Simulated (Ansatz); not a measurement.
Correlation energies of C₃H₉Cl₃InP, SMILES `C[P+](C)(C)[In-]([Cl])([Cl])[Cl]` by basis set

Cartesian coordinates in Å:
```
C -0.138 -1.559 1.016
P 0.120 -0.069 0.025
C 0.935 -0.595 -1.501
C 1.313 0.952 0.924
In -2.088 1.190 -0.435
Cl -3.304 -0.437 -1.610
Cl -2.811 1.654 1.748
Cl -1.317 3.019 -1.686
H 0.804 -2.081 1.202
H -0.595 -1.278 1.967
H -0.826 -2.222 0.488
H 1.142 0.284 -2.114
H 1.867 -1.124 -1.292
H 0.259 -1.248 -2.056
H 1.526 1.847 0.338
H 2.240 0.406 1.112
H 0.871 1.260 1.873
```

The species carries charge 0 and has multiplicity 1. Correlated methods include outer-core shells of In, which these sets cover unevenly. In takes the def2 core potential. The structure was optimised at the PBE0-D4/def2-TZVP level. It is one conformer, not always the lowest. Frozen core, restricted reference, Ansatz.

```csv
basis,HF (Eh),MP2 corr.,CCSD corr.,(T),CCSD(T) total
def2-SVP,-2026.88068,-1.03482,?,?,?
def2-TZVPP,-2027.61415,-1.53716,-1.62440,?,?
def2-QZVPP,-2027.66917,?,–,–,–
```

Fill in the withheld values. (Estimate.)

Computed: def2-SVP CCSD corr.: -1.13072; def2-SVP (T): -0.03052; def2-SVP CCSD(T) total: -2028.04192; def2-TZVPP (T): -0.06579; def2-TZVPP CCSD(T) total: -2029.30434; def2-QZVPP MP2 corr.: -1.83431.
